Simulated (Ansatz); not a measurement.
`CBCBO`. The species carries charge 0 and has multiplicity 1. All single points use the PBE0-D4/def2-TZVP geometry. It is one conformer, not always the lowest.

```xyz
13

C     1.204    1.502   -0.148
B     0.353    0.390   -0.832
C    -0.968   -0.172   -0.234
B    -0.677   -1.623    0.298
O    -0.606   -1.925    1.617
H     0.904    1.761    0.870
H     1.101    2.410   -0.761
H     2.274    1.274   -0.166
H     0.745   -0.065   -1.874
H    -1.686   -0.316   -1.052
H    -1.397    0.470    0.543
H    -0.483   -2.539   -0.450
H    -0.764   -1.168    2.189
```

**Question.** What is the dipole moment at PBE/def2-TZVPP? (Estimate.)

**Answer.** Computed: 2.05 D, with components (-0.55, 1.81, 0.81) D in this frame, pointing from negative to positive charge.

**Question.** And with r2SCAN, B3LYP, ωB97M-V? (Estimate.)

**Answer.** Ansatz gave: r2SCAN 2.08 D, B3LYP 2.03 D, ωB97M-V 2.07 D.

**Question.** Give the Mulliken charges with PBE, r2SCAN, B3LYP in def2-TZVPP. (Estimate.)

**Answer.** Ansatz gave: 
| atom | PBE | r2SCAN | B3LYP |
| --- | --- | --- | --- |
| C1 | -0.32 | -0.22 | -0.30 |
| B2 | 0.01 | 0.06 | 0.00 |
| C3 | -0.18 | -0.17 | -0.18 |
| B4 | 0.05 | 0.14 | 0.08 |
| O5 | -0.22 | -0.29 | -0.26 |
| H6 | 0.08 | 0.04 | 0.08 |
| H7 | 0.10 | 0.07 | 0.09 |
| H8 | 0.11 | 0.07 | 0.10 |
| H9 | 0.01 | -0.01 | 0.02 |
| H10 | 0.11 | 0.08 | 0.10 |
| H11 | 0.06 | 0.04 | 0.06 |
| H12 | 0.00 | -0.01 | 0.02 |
| H13 | 0.19 | 0.20 | 0.19 |

B3LYP here is the variant with VWN-RPA as its local correlation; programs differ in this.
